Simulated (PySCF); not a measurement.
C2H5Te, SMILES [Te]([CH2])C, multiplicity 2.

Coordinates come from a B3LYP-D3(BJ)/def2-SVP optimisation. The isomer is the one that the SMILES or the coordinates give; other isomers of the formula were not compared. The def2 effective core potentials stand for the cores of Te; spin–orbit coupling is left out.

All values below come from M06-2X/def2-TZVPD (PySCF).

The molecule is in vacuum.

```yaml
total_energy: -347.07428 hartree
"α spin, highest occupied and lowest empty level": -6.08 and -0.21 eV
"β spin, highest occupied and lowest empty level": -7.57 and -0.87 eV
dipole_moment: 1.01 D
quadrupole, principal values (traceless, Buckingham form, about the centre of nuclear charge): -5.45, 0.76, 4.69 D·Å
mean_static_polarisability: 70.9 bohr³ (10.51 Å³)
polarisability_principal_values: 57.3, 70.9, 84.6 bohr³
"⟨S²⟩": 0.760 (pure state 0.75)
```
